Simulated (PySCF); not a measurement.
Isomers of C5H6ClF3O. Computed with PBE0-D3(BJ)/def2-SVP geometry optimisation, gas phase (PySCF). One conformer each; no zero-point energy, no entropy. No frequencies were run at this level. Point groups hold within 0.08 Å.

Task: Rank from lowest to highest electronic energy at this level (kJ/mol).
A. `[CH3:1][C@@H:2]([CH2:3][C:4]([F:5])([F:6])[F:7])[C:8](=[O:9])[Cl:10]` with C1–C2–C3–C4 -160°, C1–C2–C8–O9 -98°
B. `[CH3:1][CH2:2][C@H:3]([F:4])[C:5]([F:6])([F:7])[C:8](=[O:9])[Cl:10]` with C1–C2–C3–F4 -63°, C2–C3–C5–F6 -64°, C3–C5–C8–O9 46°

Result: A (0.0), B (96.5).

| SMILES | E (Eh) | E rel (kJ/mol) | dipole (D) | point group | A, B, C (MHz) |
| --- | --- | --- | --- | --- | --- |
| C[C@@H](CC(F)(F)F)C(=O)Cl | -1027.83277 | 0.0 | 3.38 | C1 | 1890, 659.7, 611.1 |
| CC[C@H](F)C(F)(F)C(=O)Cl | -1027.79603 | 96.5 | 2.19 | C1 | 2116, 683.5, 655.9 |

Task: How do the relative energies change in single points at PBE0/pcSseg-1 (no added dispersion term) on the same geometries?

Result: 
```
                   SMILES  PBE0-D3(BJ)/def2-SVP (kJ/mol)  PBE0/pcSseg-1 (kJ/mol)  shift
C[C@@H](CC(F)(F)F)C(=O)Cl                            0.0                     0.0    0.0
 CC[C@H](F)C(F)(F)C(=O)Cl                           96.5                    90.4   -6.1
```

Each column counts from its own lowest isomer. The order is unchanged; the largest shift is 6.1 kJ/mol.
